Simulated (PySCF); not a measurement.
Computed spin Hamiltonian

C8H6F (doublet state).
Atom-mapped SMILES: `[F:1][C:2]1=[CH:3][C@@H:4]2[C@@H:5]3[C:6]=[CH:7][C@H:8]1[C@H:9]23` (hydrogens: H10 on C3; H11 on C4; H12 on C5; H13 on C7; H14 on C8; H15 on C9)

Structure used (GFN2-xTB), in Å, numbered top down from 1:
```
atom  x, y, z in Å
F1     1.280   -2.262   -0.855
C2     0.622   -1.103   -0.718
C3     1.004    0.082   -1.206
C4     0.038    1.103   -0.800
C5    -0.280    1.347    0.698
C6     0.366    0.521    1.692
C7     0.235   -0.773    1.511
C8    -0.554   -0.997    0.200
C9    -1.113    0.395   -0.132
H10    1.867    0.277   -1.813
H11   -0.108    1.959   -1.442
H12   -0.619    2.340    0.946
H13    0.655   -1.590    2.062
H14   -1.246   -1.833    0.220
H15   -2.151    0.543   -0.383
```

The hyperfine couplings belong to this conformer and change with its torsions.

Method used: UKS B3LYP, pcH-1 on C F H, non-relativistic, mean-field spin-orbit, GIAO (PySCF 2.14.0). The structure is a single GFN2-xTB conformer in the gas phase; no vibrational or solvent corrections. Couplings are sensitive to structure, and on GFN2-xTB geometries they can be far from those on DFT ones. Stability of the SCF solution: not tested.

| Item | Value |
| --- | --- |
| g1, g2, g3 | 2.00167, 2.00224, 2.00258 |
| g_iso | 2.00217 |
| Form of g | rhombic: the two nearest values differ by 37 % of g3 − g1 |
| ⟨S²⟩ | 0.7585 (exact 0.7500) |
| Total energy | -408.14311 Eh |

Hyperfine couplings atom by atom, in MHz; T1 to T3 are the principal values of the dipolar part:

```tsv
atom	isotope	a_iso	T1	T2	T3	Mulliken spin population
F1	19F	-3.5	-6.3	1.4	5.0	0.00
C2	13C	-9.6	-1.8	0.3	1.5	-0.02
C3	13C	4.9	-3.7	-2.4	6.1	0.03
C4	13C	-0.8	-1.5	-1.1	2.6	0.00
C5	13C	38.2	-8.3	-5.1	13.4	-0.03
C6	13C	398.5	-75.0	-56.7	131.7	0.95
C7	13C	25.4	-18.8	0.3	18.5	-0.11
C8	13C	57.5	-7.7	-6.7	14.4	0.08
C9	13C	27.9	-8.1	-7.3	15.4	0.08
H10	1H	-1.4	-2.6	-0.8	3.4	0.00
H11	1H	1.2	-1.8	-1.2	2.9	0.00
H12	1H	17.1	-6.5	-5.2	11.7	0.01
H13	1H	35.1	-6.2	-4.4	10.5	0.01
H14	1H	5.7	-4.2	-1.4	5.6	0.01
H15	1H	-2.5	-4.9	-1.3	6.2	0.00
```

Largest spin populations (Mulliken): C6 (+0.95), C7 (-0.11), C9 (+0.08) and C8 (+0.08). No atom but C6 exceeds +0.15.

Axes: g1 points within 7° of the C7–H13 bond.

Under fast tumbling the dipolar parts average out, and these isotropic splittings remain (the largest six): 1 × 1H (H13, I = 1/2, 2 lines) with 1.25 mT, 1 × 1H (H12, I = 1/2, 2 lines) with 0.61 mT, 1 × 1H (H14, I = 1/2, 2 lines) with 0.20 mT, 1 × 19F (F1, I = 1/2, 2 lines) with 0.12 mT, 1 × 1H (H15, I = 1/2, 2 lines) with 0.09 mT and 1 × 1H (H10, I = 1/2, 2 lines) with 0.05 mT.

The 13C coupling of C6 (398.5 MHz) shows only in satellite lines or after enrichment, since that isotope makes up about 1.07 % of natural carbon.

The spin density at the nucleus, in bohr⁻³, is negative for C2 (-0.0085), for instance. A restricted open-shell determinant has no negative spin density anywhere; here it arises because α and β orbitals differ (spin polarisation).
